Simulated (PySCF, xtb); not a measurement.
ClH2Si, SMILES [SiH2]Cl (connectivity only; charge and spin as stated), charge +1, multiplicity 1.

Harmonic wavenumbers (cm⁻¹) from GFN2-xTB (xtb) at its own minimum, in rising order: 439, 669, 670, 749, 2303, 2350.

Task: What does PBE-D3(BJ)/def2-TZVP run with PySCF 2.14.0 give at its own minimum? (The exact figures need the calculation; the answer reports its results.)

Result: 597, 653, 661, 900, 2210, 2278. Paired by order, the mean absolute difference is 83 cm⁻¹ and the zero-point energies are 10.3 and 10.4 kcal/mol.
